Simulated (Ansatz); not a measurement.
CrFO$_{2}$, charge +1, singlet, at a GFN2-xTB geometry (such geometries of metal compounds can be far from the true shape) (the multiplicity is a formal guess); REVPBE/6-31G* (Ansatz, a program for electronic structure).

The Ansatz input:
Ansatz 0.2 input:
```yaml
crystal:
  periodic: [false, false, false]
  atoms:
    - {symbol: Cr, position_ang: [0.12142624, 0.18905534, 0.16459684]}
    - {symbol: O, position_ang: [1.30090157, -0.48116846, -0.58007591]}
    - {symbol: O, position_ang: [-0.53573390, -0.80739456, 1.14954741]}
    - {symbol: F, position_ang: [-1.00395235, 0.64124176, -0.94512179]}
basis:
  gaussian:
    orbitals: 6-31G*
hamiltonian:
  xc: revpbe
total_charge: 1
accuracy: high
```

What the program printed (banner, timings and long lists left out):

```
Functional definition: revPBE
1632 factors; integrals over basis functions are off by at most 3.6e-9 eV
mean field evaluation 1: about -35181.4042 eV, gradient 1.6e2 eV
mean field evaluation 2: about -34548.2745 eV, gradient 5.2e2 eV
mean field evaluation 4: about -35134.4322 eV, gradient 2.4e2 eV
mean field evaluation 8: about -35217.5543 eV, gradient 1.9e-1 eV
mean field -35217.55445067 eV, -1294.2212547463 hartree, gradient 1.2e-8 eV, S^2 0.000000; 0 other end points of the search recorded, 0 dependent functions left out
reference -35217.55445834 eV, -1294.2212550283 hartree; 24, 24 occupied and 57, 57 virtual orbitals, 1632 factors
Total energy: -35217.55445834 eV, -1294.2212550283 hartree
```
